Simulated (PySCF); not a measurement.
## Tin: a sound run and one with changed settings

Sound run: Sn⁺ [Kr] 4d10 5s2 5p1, Sn²⁺ [Kr] 4d10 5s2. Computed with PySCF 2.14 in def2-SVP with the def2 core potential (28 electrons) (4s4p2d, 26 functions), with scalar relativity through the core potential. The sound run starts from symmetry-adapted Hartree-Fock orbitals and uses a fine grid where one is needed.

Changed run: basis STO-3G, all-electron and non-relativistic. This setting is unsound on purpose.

```csv
species,method,sound run (hartree),changed run (hartree),converged
Sn⁺,UHF,-213.08429,-5963.08043,yes
Sn⁺,PBE,-213.97718,-5964.41472,yes
Sn⁺,PBE0,-213.98563,-5964.75527,yes
Sn²⁺,UHF,-212.58015,-5962.65016,yes
Sn²⁺,PBE,-213.45399,-5963.95194,yes
Sn²⁺,PBE0,-213.46142,-5964.29295,yes
```

Ionisation energy of Sn⁺:

```tsv
method	sound run (eV)	changed run (eV)
UHF	13.718	11.708
PBE	14.237	12.593
PBE0	14.265	12.580
```

A minimal basis cannot let orbitals breathe on ionisation and holds almost no correlation. The Hamiltonian changed with the basis, so the totals do not compare.

For comparison, NIST gives 14.633 eV between the lowest levels.
